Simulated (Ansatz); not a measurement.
Cartesian coordinates in Å:
```
C 0.969 -0.561 -2.210
O 0.163 -0.483 -1.053
Si -0.310 0.875 -0.305
Br 1.482 2.108 0.166
O -1.071 0.462 1.051
Si -0.920 -0.394 2.449
H 1.948 -0.104 -2.037
H 0.491 -0.064 -3.061
H 1.106 -1.615 -2.452
H -1.200 1.702 -1.138
H -1.569 -1.717 2.280
H 0.513 -0.576 2.788
H -1.603 0.367 3.523
```

The species carries charge 0 and has multiplicity 1.

**Question.** List the ωB97M-V/def2-TZVPP orbital energies in eV (Ansatz). (Best estimate.)

**Answer.** Ansatz gave: Occupied: -13156.61, -1808.77, -1807.66, -1708.95, -1537.14, -1537.09, -1537.09, -526.53, -526.51, -283.05, -241.80, -181.46, -181.31, -181.30, -149.61, -148.65, -103.78, -103.73, -103.69, -102.80, -102.74, -102.74, -74.84, -74.79, -74.79, -74.67, -74.67, -31.79, -31.00, -24.39, -22.41, -19.38, -17.35, -15.84, -15.79, -15.68, -14.51, -14.36, -13.69, -12.53, -11.89, -11.59, -11.53, -11.03, -10.83, -10.76. Lowest empty: 1.81, 2.54, 2.72, 3.17, 3.30, 3.44, 3.53, 3.79.
